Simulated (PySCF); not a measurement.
# Ionisation energy of Ho²⁺ by level of theory

Ho²⁺ [Xe] 4f11 [4f5/2^6 4f7/2^5, M_J = 15/2] → Ho³⁺ [Xe] 4f10 [4f5/2^6 4f7/2^4, M_J = 8], as a difference of total energies. All numbers are calculated (PySCF 2.14, the two-component X2C-1e Hamiltonian, in x2c-TZVPall-2c). Correlated levels: [Ar] 3d10 frozen; the 18 highest virtual spinors dropped. "Screened" scales the spin-orbit matrix elements by Boettger's factors to mimic the two-electron term; Breit and QED terms are absent.

```
                    method  ionisation energy (eV)
           GHF (spin-free)                  18.512
          GMP2 (spin-free)                  23.249
 GHF (screened spin-orbit)                  18.309
GMP2 (screened spin-orbit)                  23.048
```

The spin-free rows relax to the high-spin LS determinant and lack the spin-orbit shift.

The labels give the starting determinants; with spin-orbit coupling the two ends relaxed to ⟨J²⟩ = 63.76, ⟨L²⟩ = 42.39, ⟨S²⟩ = 3.78 and ⟨J²⟩ = 72.01, ⟨L²⟩ = 42.86, ⟨S²⟩ = 5.87.

**Question.** Which method comes closest to the reference value, and which is furthest?

**Answer.** The reference is 22.79 ± 0.03 eV (semi-empirical (NIST evaluation); NIST Atomic Spectra Database, ionization energies). Closest: GMP2 (screened spin-orbit) (error 0.258 eV); furthest: GHF (screened spin-orbit) (error -4.481 eV).
